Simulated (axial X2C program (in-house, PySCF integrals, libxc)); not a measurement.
**Correcting the dissociation energy of AlGe for spin–orbit coupling**

A spin-free CCSD(T) curve (one-electron X2C) was computed with an axial X2C code built on PySCF integrals, basis Ge dyall-cv3z [9s9p7d4f1g], Al dyall-v3z [8s8p2d1f] (cores contracted in-house), for the state M_S = 3/2, Λ = 0 (beyond evenly filled blocks: σα, π+α, π-α). It gives D0 = 2.284 eV to Ge + Al, which in a spin-free picture are the weighted means of the ground terms.

Correlated methods: 7 electrons correlated (number of frozen shells: Ge 3 s, 2 p, 1 d; Al 2 s, 1 p), 207 virtual spin orbitals or spinors in MP2, 90 natural virtuals in coupled cluster.

Measured levels of the ground terms (NIST Handbook of Basic Atomic Spectroscopic Data), in cm⁻¹: Ge 3P: J = 0 at 0, J = 1 at 557.1, J = 2 at 1410; Al 2P: J = 1/2 at 0, J = 3/2 at 112.1.

The molecular state has Λ = 0, so it has no first-order lowering.

Question: How far does each ground level lie under the (2J+1)-weighted mean of its term?

Answer: Ge: (1 × 0 + 3 × 557.1 + 5 × 1410)/9 = 969 cm⁻¹; Al: (2 × 0 + 4 × 112.1)/6 = 75 cm⁻¹.

Question: Correct D0.

Answer: D0 = 2.284 + (0 − 1044)/8065.5 = 2.155 eV at CCSD(T) with these spin–orbit terms.

Second-order spin–orbit effects in the molecule, which grow quickly with Z, are left out. The state is a single determinant with fixed occupations, the lowest that a limited PBE0 search found. Dissociation energies refer to the lowest single-determinant-based atoms at the same level and basis. Coupled cluster ran in a truncated set of natural virtual spinors; the MP2 energy of the rest was added. (T) has no such correction and the atoms are truncated less, which lowers De at CCSD(T) by a hundredth of an eV or more. Other states lie close and PBE0, whose exact exchange favours high spin, may order them wrongly; the determinant shown need not be the ground state. The nearest other spin-free determinant of the search, M_S = 1/2, Λ = 0, lies 0.31 eV up at the distance of the search. With the outer-core shells frozen, correlated bond lengths of heavy atoms tend to come out a few hundredths of an ångström too long.
